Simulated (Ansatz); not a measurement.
`FB1NCO1` + H₂ → `B1NCO1` + H–F at 700 K and 1 bar (hydrogenolysis of a B–F bond).

Calculated with Ansatz (gas phase, PBE0-D4/def2-TZVP geometries, no zero-point term in ΔE). CCSD(T)/CBS adds triple-zeta CCSD(T) − MP2 to the extrapolated MP2 energy (def2 sets, frozen cores). This one scheme is used for every species.

| species | CCSD(T)/CBS energy (Eh) | H − E (kJ/mol) | S (J/(mol·K)) |
| --- | --- | --- | --- |
| `FB1NCO1` | -294.42297 | 200.6 | 371.2 |
| H₂ | -1.17544 | 46.8 | 155.3 |
| `B1NCO1` | -195.16121 | 210.3 | 352.8 |
| H–F | -100.39570 | 45.2 | 198.5 |

H − E and S are ideal-gas, rigid-rotor, harmonic terms from PBE0-D4/def2-TZVP, for one conformer and one mirror image of each species. The MP2-based limit puts H₂ 0.8 mEh under its directly extrapolated value; such offsets cancel only in part. 1 Eh = 2625.50 kJ/mol, R = 8.31446 J/(mol·K).

Question: By hand: ΔE, ΔH, ΔS and ΔG.

Answer: ΔE = (-195.16121) + (-100.39570) − (-294.42297) − (-1.17544) = 0.04150 Eh = 109.0 kJ/mol. Δ(H − E) = 210.3 + 45.2 − 200.6 − 46.8 = 8.1, so ΔH = 117.1 kJ/mol. ΔS = 352.8 + 198.5 − 371.2 − 155.3 = 24.8 J/(mol·K). ΔG = 117.1 − 700 × (24.8)/1000 = 99.7 kJ/mol.

Question: By hand: the equilibrium constant, and the temperature at which ΔG would vanish if ΔH and ΔS stayed fixed.

Answer: log₁₀ K = −ΔG/(RT ln 10) = -7.4. ΔG = 0 at ΔH/ΔS = 4722 K, far beyond where these terms or the molecules hold.

ΔH outweighs TΔS. A doubt of 5 kJ/mol in ΔE shifts log₁₀ K by 0.4 here. Other conformers and mirror images would add mixing entropy, several J/(mol·K) or more a flexible species. These are equilibria of isolated gas molecules and say nothing of rates. Largest T1 diagnostic: 0.014 (customary marks: 0.02 for closed shells, 0.045 for open ones).
